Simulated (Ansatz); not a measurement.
`CC1=CB1` → `B1C=C1` + `[CH2]` (triplet) at 400 K and 1 bar (formal loss of a carbene).

Calculated with Ansatz (gas phase, PBE0-D4/def2-TZVP geometries, no zero-point term in ΔE). CBS: MP2 limit from def2 TZ/QZ plus the TZ coupled-cluster correction, frozen cores. This one scheme is used for every species. Triplets are unrestricted, without spin–orbit coupling.

| species | CCSD(T)/CBS energy (Eh) | H − E (kJ/mol) | S (J/(mol·K)) |
| --- | --- | --- | --- |
| `CC1=CB1` | -141.90193 | 207.9 | 311.6 |
| `B1C=C1` | -102.63332 | 127.0 | 256.4 |
| `[CH2]` (triplet) | -39.09499 | 59.0 | 205.7 |

H − E and S are ideal-gas, rigid-rotor, harmonic terms from PBE0-D4/def2-TZVP, with the whole ground term of open shells counted as degenerate. 1 Eh = 2625.50 kJ/mol, R = 8.31446 J/(mol·K).

Task: By hand: ΔE, ΔH, ΔS and ΔG.

Result: ΔE = (-102.63332) + (-39.09499) − (-141.90193) = 0.17362 Eh = 455.8 kJ/mol. Δ(H − E) = 127.0 + 59.0 − 207.9 = -21.9, so ΔH = 433.9 kJ/mol. ΔS = 256.4 + 205.7 − 311.6 = 150.5 J/(mol·K). ΔG = 433.9 − 400 × (150.5)/1000 = 373.7 kJ/mol.

Task: By hand: the equilibrium constant, and the temperature at which ΔG would vanish if ΔH and ΔS stayed fixed.

Result: log₁₀ K = −ΔG/(RT ln 10) = -48.8. ΔG = 0 at ΔH/ΔS = 2883 K, far beyond where these terms or the molecules hold.

The number of gas molecules changes by +1, which sets the sign of ΔS. A doubt of 5 kJ/mol in ΔE shifts log₁₀ K by 0.7 here. A triplet takes part, so the spin changes. These are equilibria of isolated gas molecules and say nothing of rates. Largest T1 diagnostic: 0.011 (customary marks: 0.02 for closed shells, 0.045 for open ones).
